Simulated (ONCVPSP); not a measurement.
What one change does to a pseudopotential (thallium, ONCV)

```json
{"Element": "thallium (Tl)", "Generator": "ONCVPSP 4.0.1", "Type": "optimised norm-conserving Vanderbilt (ONCV)", "Functional": "PBE", "Relativity": "fully relativistic", "Frozen core": "[Xe] 4f14 5d10", "Valence charge": "3", "Reference configuration": "6s2 6p1", "Partial waves": "6s: rc 2.10 bohr, ncon 4, nbas 8, qcut 3.2 1/bohr, 1 projector; 6p: rc 3.00 bohr, ncon 4, nbas 7, qcut 2.4 1/bohr, 2 projectors, debl 3.2 Ha", "Local potential": "polynomial inside 1.35 bohr (lpopt 5, dvloc0 -1 Ha)", "Core correction": "Teter function, fcfact 3.75, rcfact 1.05"}
```

Open shells are filled in proportion to 2j + 1.

Change: core correction Teter function, fcfact 3.75, rcfact 1.82.

Cutoffs: the cutoffs (Ha) at which the residual kinetic energy of the hardest occupied pseudo-wave falls to 1 and 0.1 mHa per electron; they do not see the model core or the augmentation charge, which bear on the density cutoff. Errors are all-electron minus pseudo energies relative to the spin-unpolarised reference configuration.

**Question.** Predict the effect on cutoff, ghosts and configuration errors.

**Answer.** The potential gets neither clearly harder nor softer (6.5 Ha and 31 Ha → 6.5 Ha and 31 Ha); both files keep a bound ghost (s); the number of tests with a reliable result goes from 3 to 2. A model core, the more so a compact one, raises the density cutoff, which this test does not measure.

```tsv
quantity	base	changed
cutoff, loose	6.5 Ha	6.5 Ha
cutoff, tight	31 Ha	31 Ha
bound ghosts	s	s
GHOST(+) flags under 300 eV	p3/2 at 10.1 eV, p1/2 at 25.5 eV	p3/2 at 10.1 eV, p1/2 at 25.5 eV
tests with a reliable result	3 of 4	2 of 4
error for 6s2 6p0.5, meV [ΔE 1.90 eV]	+7.9	-30
error for 6s0 6p3, meV [ΔE 14.95 eV]	+70	-136
s: phases at 2.13 bohr within 0.05 rad from the reference energy up to (Ha; the scan ends near 5)	1.1	1.1
p3/2: phases at 3.04 bohr within 0.05 rad from the reference energy up to (Ha; the scan ends near 5)	n/a	n/a
p1/2: phases at 3.04 bohr within 0.05 rad from the reference energy up to (Ha; the scan ends near 5)	0.8	0.8
rms error of d²Exc/dni dnj with the model core, mHa	9.17	3.46
```

Base: The cutoffs count occupied waves only; projector 2 of the p channel, the hardest unoccupied one, needs 20 Ha at the loose tolerance. Changed file: The cutoffs count occupied waves only; projector 2 of the p channel, the hardest unoccupied one, needs 20 Ha at the loose tolerance. A true bound ghost makes a file unfit for plane-wave use even where its test errors are small: the radial tests pick states by their node count and pass the ghost by.
